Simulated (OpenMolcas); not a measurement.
## V3+: ligand-field states by method

V3+ with 4 ligands (fluoride) in tetrahedral coordination (Td) at 1.82 Å. A charge of +0.25 e stands 3.2 Å behind each ligand. Ligand basis ANO-RCC-VDZP.
```
V     0.0000    0.0000    0.0000
F     1.0508    1.0508    1.0508
F     1.0508   -1.0508   -1.0508
F    -1.0508    1.0508   -1.0508
F    -1.0508   -1.0508    1.0508
```

* Program: OpenMolcas 26.06
* Basis: ANO-RCC-VTZP [6s5p3d2f1g]
* Scalar Hamiltonian: DKH2, point nucleus
* Active space: 2 electrons in 5 orbitals (3d)
* State averaging: 2S+1 = 3 even, 10 roots; 2S+1 = 1 even, 15 roots
* Spin-orbit coupling: RASSI with atomic mean-field integrals over the reference wave functions

I. CASSCF
II. SS-CASPT2, IPEA 0.25 Eh, imaginary shift 0.1 Eh (closed shells correlated: 3s 3p and the ligand valence shells)

Spin-free states (labels of Td) in cm-1, each column counted from its own energy of the first state listed:

| State | Degeneracy | I | II |
| --- | --- | --- | --- |
| 3A2 | 1 | 0 | 0 |
| 3T2 | 3 | 8126 | 7450 |
| 3T1 | 3 | 13545 | 13300 |
| 1E | 2 | 14500 | 10540 |
| 1T2 | 3 | 22118 | 17590 |
| 1A1 | 1 | 23552 | 18490 |
| 3T1 | 3 | 24897 | 22010 |
| 1T1 | 3 | 26493 | 22110 |
| 1E | 2 | 31566 | 28400 |
| 1T2 | 3 | 33270 | 29480 |
| 1A1 | 1 | 57068 | 46310 |

From I to II, I's first state of the same spin (3T2) moves from 8126 to 7450 cm-1, by about -680 cm-1.

From I to II, I's first state of another spin (1E) moves from 14500 to 10540 cm-1, by about -4000 cm-1.

I: A least-squares ligand-field fit to the states below 45000 cm-1, each weighted by its degeneracy and with a free common offset, gives 10Dq = -7866 cm-1 (negative for this site), B = 943 cm-1 and C = 3630 cm-1 (C/B = 3.85), with an rms deviation of 315 cm-1. The same method and metal basis give the free ion B = 1080 cm-1 (fit to its terms below 60000 cm-1, rms deviation 55 cm-1), so the nephelauxetic ratio is β = 943 / 1080 = 0.87; it hangs on how both fits weigh the states, and computed free-ion B values tend to be too large, so β mixes covalency with correlation.

χT at 300 K: I 0.98, II 0.98 cm3 K/mol.

Roots that are degenerate in the reference are averaged as groups; the widest CASPT2 spread within a group is 600 cm-1 (the 3-fold group of multiplicity 1 near 22100 cm-1 above the lowest state of its run, II). Shifts and gaps below about the spread of the groups concerned are not significant. Ligand-to-metal charge-transfer states are missing. With no ligand orbital active B as a rule stays too high, so bands that hang on it stand too high and its fall with covalency is understated. Without dynamic correlation the repulsion within the d shell is too large (B by tens of per cent), so at a given field states of lower spin stand too high (holds for I). With metal d orbitals alone and no dynamic correlation the field as a rule comes out too small, by tens of per cent, by up to half for chloride and softer ligands (holds for I). With one d shell and no ligand orbital active, 10Dq can be off by a tenth or more (holds for II). No measured value stands beside these numbers; the geometry was imposed, not optimised, and the real ion may take another.
